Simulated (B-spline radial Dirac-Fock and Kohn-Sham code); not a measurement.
Energy-loss ionisation edge L3 (2p3/2) of K

System: the free potassium atom, [Ar] 4s1. The computed values come from a radial B-spline solver: the first Born approximation with generalised oscillator strengths from a Dirac-Hartree-Slater potential (longitudinal and transverse terms; continuum final states only, so no white lines or fine structure). The edge is taken at 294.6 eV (tabulated value).

The run's input, task.json:

```json
{"items": [{
  "Z": 19,
  "q": 0,
  "cfg": [[1, 0, 2], [2, 0, 2], [2, 1, 6], [3, 0, 2], [3, 1, 6], [4, 0, 1]],
  "A": 39,
  "rrms": 3.4349,
  "do": "eels",
  "beams": [[60, 20], [60, 50], [60, 100], [80, 20], [80, 50], [100, 5], [100, 10], [100, 50], [120, 5], [120, 20], [120, 50], [200, 10], [300, 5], [300, 10]],
  "edges": {"L3": 294.6}
}]}
```

Command: `python xray2_run.py task.json out`

Partial cross sections σ(β, Δ) in barn, integrated over a window Δ above the edge and up to the collection semi-angle β, for parallel illumination:

```tsv
E₀ (kV)	β (mrad)	Δ = 25 eV	Δ = 50 eV	Δ = 100 eV	Δ = 200 eV	Δ = 300 eV
60	20	?	?	?	?	?
60	50	12500	20100	31000	43600	49900
60	100	13100	21100	32900	47200	54900
80	20	8680	13800	20900	28600	32200
80	50	10500	16900	26300	37100	42700
100	5	3920	6120	9050	11900	13100
100	10	6010	9480	14200	19200	21400
100	50	9250	14900	23200	32800	37800
120	5	3890	6100	9060	12000	13200
120	20	7320	11700	17800	24600	27800
120	50	8350	13500	20900	29800	34400
200	10	5050	8000	12100	16600	18700
300	5	3690	5830	8800	11900	13400
300	10	4660	7420	11300	15600	17600
```

Question: Give the row for 60 kV and 20 mrad.

Answer: 9770 b for 25 eV, 15500 b for 50 eV, 23400 b for 100 eV, 31800 b for 200 eV, 35600 b for 300 eV.
